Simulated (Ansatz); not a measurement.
Reactions of CH$_{4}$Cl$_{2}$Ge, SMILES `[CH3][GeH]([Cl])[Cl]`.

Isolated molecules relaxed with PBE0-D4/def2-TZVP in Ansatz; ΔE leaves out vibrations. CCSD(T)/CBS is the MP2 limit (def2-TZVPP, def2-QZVPP) plus CCSD(T) − MP2 in def2-TZVPP, frozen cores. This one scheme is used for every species. Double bonds are as drawn, so ΔE can hold a change between cis and trans. Functionals use def2-TZVPP. Elements past krypton have def2 core potentials. For Ge, I outer-core shells are correlated without core-valence functions, which leaves a few kJ/mol of doubt a bond. Scalar relativity is left out up to krypton. One conformer a species, not always the lowest.

```csv
reaction,HF/CBS(def2) (kJ/mol),ωB97M-V (kJ/mol),ωB97X-V (kJ/mol)
`[CH3][GeH]([Cl])[Cl]` + H₂O → `[CH3][GeH]([OH])[Cl]` + HCl,40,42,39
`[CH3][GeH]([Cl])[Cl]` + `O/C=N/[SiH3]` → `C/C(O)=N\[SiH3]` + `[Cl][GeH2][Cl]`,21,24,23
`[CH3][GeH]([Cl])[Cl]` + H₂S → `[SH][GeH]([Cl])[Cl]` + CH₄,-47,-48,-47
`[CH3][GeH]([Cl])[Cl]` + `[F][Ge][SH]` → `C[S][Ge][F]` + `[Cl][GeH2][Cl]`,61,60,58
`[CH3][GeH]([Cl])[Cl]` + `C=O` → `[CH3][GeH]([Cl])[CH]=O` + HCl,117,98,99
`[CH3][GeH]([Cl])[Cl]` + HI → `[CH3][GeH]([Cl])[I]` + HCl,-1,-5,-4
`[CH3][GeH]([Cl])[Cl]` + `O[SiH]([SiH3])[GeH3]` → `[Cl][GeH]([Cl])[GeH3]` + `C[SiH](O)[SiH3]`,-23,-21,-18
`[CH3][GeH]([Cl])[Cl]` + `C1=COCC1` → `[Cl][GeH2][Cl]` + `CC1C=COC1`,39,41,40
```

Task: Give the CCSD(T)/CBS values in the same order. (Best estimate.)

Result: Computed: 42, 28, -47, 61, 97, -12, -17, 42 kJ/mol.

Largest T1 diagnostic: 0.015, for `C=O`.
